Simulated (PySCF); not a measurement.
C2H6Zn, charge +1, multiplicity 2. Atoms are numbered in the order given.

```xyz
9

Zn     0.0000     0.0000     0.0000
C      0.0000     0.0000    -2.0455
H      0.9281     0.5358    -2.2870
H     -0.9281     0.5358    -2.2870
H      0.0000    -1.0717    -2.2870
C      0.0000     0.0000     2.0455
H      0.9281    -0.5358     2.2870
H     -0.9281    -0.5358     2.2870
H      0.0000     1.0717     2.2870
```
Charge +1, spin multiplicity 2.

Geometry: PBE0-D3(BJ)/def2-SVP. The spin state was assumed, not searched. The isomer is the one that the SMILES or the coordinates give; other isomers of the formula were not compared.

The numbers are results of PySCF with r2SCAN/def2-TZVPD, not measurements.

Isolated molecule, no solvent.

The total energy comes out as -1858.85208 hartree, the point group is D3d and the α spin, highest occupied and lowest empty level is -13.04 and -6.20 eV. The β spin, highest occupied and lowest empty level is -13.18 and -11.03 eV and the dipole moment about the centre of nuclear charge is 0.00 D. The mean static polarisability comes out as 64.5 bohr³ (9.56 Å³). The polarisability, principal values is 37.6, 37.6, 118.2 bohr³ and the ⟨S²⟩ is 0.773 (pure state 0.75).
